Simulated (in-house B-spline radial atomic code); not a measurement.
Values are calculated unless marked as measured or tabulated.
Making a Troullier-Martins d channel for Ge, r_c = 2.11 bohr

Ge, [Ar] 3d10 4s2 4p2, non-relativistic PBE, spherical and spin-unpolarised, from an all-electron radial atomic-structure program (B-spline basis) (atomic units). The all-electron 3d level is ε = -1.108006 hartree and its outer maximum at 0.50 bohr.

Inside r_c the pseudo-orbital is u(r) = r^3 exp(p(r)), with p = c0 + c2 r² + c4 r⁴ + … + c12 r¹². The seven coefficients follow from p and its first four derivatives at r_c, from zero curvature of the screened potential at the origin, c4 = −c2²/(2l + 5), and from the norm inside r_c. At r_c the all-electron orbital has P = 0.1519658, P' = -0.2249747, the screened potential V = -0.702875, V' = 0.7078151, V'' = -0.9818071, and the norm inside is Q = 0.9922427.

What are p, p' and p'' at r_c?

p = ln(P/r_c^3) = ln(0.1519658/9.39393) = -4.12416. p' = P'/P − 3/r_c = -1.48043 − 1.42180 = -2.90223. The radial equation gives p'' = 2(V − ε) − 2(3) p'/r_c − p'² = 0.81026 − (-8.25279) − 8.42294 = 0.64011. Differentiating, p''' = 2V' + 2(3)p'/r_c² − 2(3)p''/r_c − 2p'p'' = -0.60038, and p'''' = 2V'' − 4(3)p'/r_c³ + 4(3)p''/r_c² − 2(3)p'''/r_c − 2p''² − 2p'p''' = 0.87196.

For a trial c2 the five matching conditions are linear in c0, c6, c8, c10 and c12, and c2 is varied until the norm inside r_c equals Q. The root nearest zero gives:

| n | c_n |
| --- | --- |
| 0 | 2.345035 |
| 2 | -2.122534 |
| 4 | -0.5005724 |
| 6 | 0.4599053 |
| 8 | -0.1230207 |
| 10 | 0.0149179 |
| 12 | -0.0006990093 |

Check c4 and p(r_c), and find the screened pseudopotential at the origin.

−c2²/9 = -0.500572, as listed. The terms c_n r_c^n are 2.34504, -9.44973, -9.92194, 40.58478, -48.33236, 26.09349, -5.44343, which sum to -4.12416. Inverting the radial equation, V_l(r) = ε + 3 p'/r + (p'' + p'²)/2, so V_l(0) = ε + (2l + 3) c2 = -1.108006 + 7 × (-2.12253) = -15.9657 hartree, finite where the all-electron potential diverges.

Orbitals and screened potentials:

```json
{"r (bohr)": "0.211", "P": "0.6184", "u": "0.08909", "V all-electron": "-77.28", "V pseudo": "-15.92"}
{"r (bohr)": "0.528", "P": "1.153", "u": "0.825", "V all-electron": "-14.98", "V pseudo": "-14.47"}
{"r (bohr)": "0.844", "P": "0.9026", "u": "1.231", "V all-electron": "-5.332", "V pseudo": "-9.216"}
{"r (bohr)": "1.16", "P": "0.6023", "u": "0.8242", "V all-electron": "-2.586", "V pseudo": "-2.668"}
{"r (bohr)": "1.477", "P": "0.3844", "u": "0.4286", "V all-electron": "-1.495", "V pseudo": "0.1629"}
{"r (bohr)": "1.793", "P": "0.2425", "u": "0.2444", "V all-electron": "-0.9889", "V pseudo": "-0.342"}
{"r (bohr)": "2.11", "P": "0.152", "u": "0.152", "V all-electron": "-0.7029", "V pseudo": "-0.7029"}
```

Logarithmic derivatives P'/P at R = 2.41 bohr, for energies E around ε:

```tsv
E − ε (hartree)	all-electron	pseudo
-0.5	1.73831	1.79656
-0.25	1.52106	1.58687
-0.1	1.2175	1.28026
0	-1.489	-1.48898
0.1	1.98787	2.12018
0.25	1.56529	1.68818
0.5	1.29479	1.43809
```
